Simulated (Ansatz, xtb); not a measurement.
Isomers of C4H5FO3 in order of energy

3 gas-phase structures of C4H5FO3, from a drawn sample of its isomers (lower ones may exist). Each was relaxed with GFN2-xTB:

A. `C[C@@]1(F)COC(=O)O1`, a singlet
B. `C[C@@H]1OC(=O)O[C@H]1F`, a singlet
C. `C[C@@H]1OC(=O)O[C@@H]1F`, a singlet

Q: Which do you expect lowest at r2SCAN-D4/def2-SVP, and how would the others follow?

A: Calculated order at r2SCAN-D4/def2-SVP: A (0.0), C (2.1), B (2.2) kcal/mol. Less than 1 kcal/mol parts C and B, so the order within that pair means little.

Energies above the lowest of each column, in kcal/mol; the last columns are at B3LYP-D3(BJ)/def2-SVP geometries:

```csv
structure,GFN2-xTB,HF/STO-3G,r2SCAN-D4/def2-SVP,B3LYP-D3(BJ)/def2-SVP,CCSD(T)/def2-SVP + ΔMP2/def2-TZVPP
A,0.0,0.0,0.0,0.0,0.0
C,2.5,2.5,2.1,1.8,2.1
B,1.3,2.3,2.2,1.9,1.8
```

Every level run on A puts it lowest or level with the lowest. CCSD(T)/def2-SVP + ΔMP2/def2-TZVPP orders those it was run on as A (0.0), B (1.8), C (2.1) kcal/mol. Less than 1 kcal/mol parts B and C, so the order within that pair means little. Flexible structures stand in one conformer each, not always the lowest. ΔMP2 is the change of the MP2 energy from the smaller to the larger basis.

Programs: Ansatz 0.2.0, xtb 6.7.1.
